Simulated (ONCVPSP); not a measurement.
# Before and after: ONCV potential for Ru (Z = 44)

Ru, optimised norm-conserving Vanderbilt (ONCV), made with ONCVPSP 4.0.1 (PBEsol, scalar-relativistic). Core [Ar] 3d10, reference 4s2 4p6 4d7 5s1. Waves: 4s+5s: rc 1.30 bohr, ncon 4, nbas 7, qcut 6.9 1/bohr, 2 projectors; 4p: rc 1.15 bohr, ncon 3, nbas 7, qcut 8.6 1/bohr, 2 projectors, debl 3 Ha; 4d: rc 1.40 bohr, ncon 5, nbas 9, qcut 6.7 1/bohr, 3 projectors, debl 0.7 Ha. Local part: polynomial inside 1.10 bohr (lpopt 5, dvloc0 2 Ha). Core correction: Teter function fitted to the true core (icmod 2), fcfact 0.75.

All-electron outer shells of the reference configuration (PBEsol, scalar-relativistic, ld1.x):

```
shell  level (eV)  outermost node (bohr)  outermost maximum (bohr)
   3d     -273.13                      –                      0.30
   4s      -76.31                   0.48                      0.92
   4p      -46.38                   0.49                      0.98
   4d       -5.22                   0.48                      1.21
   5s       -4.27                   1.24                      2.73
```

Change: s: qcut 4.3.

Cutoffs: the cutoffs (Ha) at which the residual kinetic energy of the hardest occupied pseudo-wave falls to 1 and 0.1 mHa per electron; they do not see the model core or the augmentation charge, which bear on the density cutoff. Errors are all-electron minus pseudo energies relative to the spin-unpolarised reference configuration.

Q: What does the change do?

A: The potential gets harder (34 Ha and 116 Ha → 71 Ha and 116 Ha); both files keep a bound ghost (d); of the 4 tests that both files solve, the error grows in 3 and shrinks in 0 by more than 15 % and 0.3 meV (median size 1.7 → 2.1 meV).

```csv
quantity,base,changed
"cutoff, loose",34 Ha,71 Ha
"cutoff, tight",116 Ha,116 Ha
loose cutoff by channel,"s 34 Ha, p 32 Ha, d 25 Ha","s 71 Ha, p 32 Ha, d 25 Ha"
bound ghosts,d,d
GHOST(+) flags under 300 eV,s at 274.7 eV,s at 280.8 eV
"error for 4s2 4p6 4d7 5s0, meV [ΔE 7.30 eV]",-1.6,-2.2
"error for 4s2 4p6 4d6 5s0, meV [ΔE 25.48 eV]",-1.7,-2.1
"error for 4s2 4p6 4d5 5s0, meV [ΔE 56.09 eV]",-1.6,-1.9
"error for 4s2 4p6 4d8 5s0, meV [ΔE -0.33 eV]",-2.7,-3.6
s: phases at 1.32 bohr within 0.05 rad from the reference energy up to (Ha; the scan ends near 5),4.8,5.0
p: phases at 1.17 bohr within 0.05 rad from the reference energy up to (Ha; the scan ends near 5),to the end of the scan,to the end of the scan
d: phases at 1.42 bohr within 0.05 rad from the reference energy up to (Ha; the scan ends near 5),n/a,n/a
"rms error of d²Exc/dni dnj with the model core, mHa",0.48,1.26
```

 A true bound ghost makes a file unfit for plane-wave use even where its test errors are small: the radial tests pick states by their node count and pass the ghost by.
